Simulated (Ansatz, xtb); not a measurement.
## C4H6BNO: which of two isomers lies lower

Structure I is `B[C@@H]1OC[C@H]1C#N`, a singlet and structure II is `BC1(C#N)COC1`, a singlet. Both are isolated molecules in the gas phase, relaxed with r2SCAN-D4/def2-SVP; the shapes shown needn't be the lowest conformers.

I (Å):

```yaml
atoms:
  - { symbol: C, position_ang: [0.8477, -0.5004, 0.7569] }
  - { symbol: C, position_ang: [-1.1342, 0.0043, 1.0311] }
  - { symbol: C, position_ang: [0.1014, 0.2006, 1.9435] }
  - { symbol: C, position_ang: [0.1253, -0.4279, 3.2472] }
  - { symbol: B, position_ang: [2.2313, 0.0090, 0.2691] }
  - { symbol: N, position_ang: [0.1395, -0.9575, 4.2834] }
  - { symbol: O, position_ang: [-0.3095, -0.3191, -0.0894] }
  - { symbol: H, position_ang: [3.1196, 0.0832, 1.0837] }
  - { symbol: H, position_ang: [2.4257, 0.2768, -0.8891] }
  - { symbol: H, position_ang: [0.9929, -1.5817, 1.0091] }
  - { symbol: H, position_ang: [-1.7600, 0.8949, 0.8573] }
  - { symbol: H, position_ang: [-1.7702, -0.8437, 1.3512] }
  - { symbol: H, position_ang: [0.3799, 1.2629, 2.0410] }
```

II (Å):

```
atom    x (Å)    y (Å)    z (Å)
   C   0.6638  -0.3059   1.6583
   C   0.4839  -1.0279   2.8938
   C   0.8922  -1.1126   0.3554
   C  -0.6407   0.1671   0.8844
   B   1.1774   1.1606   1.7203
   N   0.3559  -1.6260   3.8848
   O  -0.1960  -0.4470  -0.3077
   H   1.6772   1.6383   0.7335
   H   0.9388   1.8183   2.6999
   H   1.8543  -0.9447  -0.1549
   H   0.7061  -2.1955   0.4682
   H  -0.7857   1.2668   0.7741
   H  -1.5660  -0.2568   1.3169
```

Quicker runs give these differences E(II) − E(I): GFN2-xTB +0.08 kcal/mol; HF/STO-3G +0.19 kcal/mol (at GFN2-xTB geometries); r2SCAN-D4/def2-SVP//GFN2-xTB +0.44 kcal/mol.

Estimate E(II) − E(I) at the level CCSD(T)/def2-SVP + ΔMP2/def2-TZVPP.

Not settled: CCSD(T)/def2-SVP + ΔMP2/def2-TZVPP gives E(II) − E(I) = −1.23 kcal/mol, but this leans on the basis-set step: CCSD(T) alone gives −0.84 kcal/mol.

The same difference at several levels:

```csv
level,geometry,E(II) − E(I) (kcal/mol),departure from the last row (kcal/mol),"job, with rough time for the two"
GFN2-xTB,GFN2-xTB,+0.08,+1.32,"optimisation, 0.36 s"
HF/STO-3G,GFN2-xTB,+0.19,+1.42,"single point, 0.78 s"
r2SCAN-D4/def2-SVP//GFN2-xTB,GFN2-xTB,+0.44,+1.68,"single point, 5.4 s"
r2SCAN-D4/def2-SVP,r2SCAN-D4/def2-SVP,−1.39,−0.16,"optimisation, 2.5 min"
HF/def2-SVP,r2SCAN-D4/def2-SVP,+2.04,+3.27,part of the CCSD(T) run
MP2/def2-SVP,r2SCAN-D4/def2-SVP,−1.65,−0.42,part of the CCSD(T) run
CCSD(T)/def2-SVP,r2SCAN-D4/def2-SVP,−0.84,+0.40,single point
CCSD(T)/def2-SVP + ΔMP2/def2-TZVPP,r2SCAN-D4/def2-SVP,−1.23,,"single point, 85 s"
```

As drawn, both hold the same kinds of bond in the same numbers.

HF/def2-SVP puts the two in the other order. GFN2-xTB, HF/STO-3G, r2SCAN-D4/def2-SVP//GFN2-xTB find them nearly level. The largest departure from CCSD(T)/def2-SVP + ΔMP2/def2-TZVPP is that of HF/def2-SVP, 3.27 kcal/mol. The last row adds to CCSD(T) the change of the MP2 difference between the two basis sets, here −0.40 kcal/mol.

With thermal terms from frequencies at re-optimised GFN2-xTB minima (ideal gas, soft modes damped towards free rotors, one conformer each, 298.15 K, 1 atm): on the last row, ΔE + ΔZPE = −0.99, ΔH = −0.92, ΔG = −0.98 kcal/mol.

The correlated steps freeze 7 core orbitals. Mirror images aren't counted in ΔG. Codes used: Ansatz 0.2.0, xtb 6.7.1; the last row on 2 threads of Intel(R) Xeon(R) Platinum 8259CL CPU @ 2.50GHz (Skylake/Cascade Lake) on a shared host.
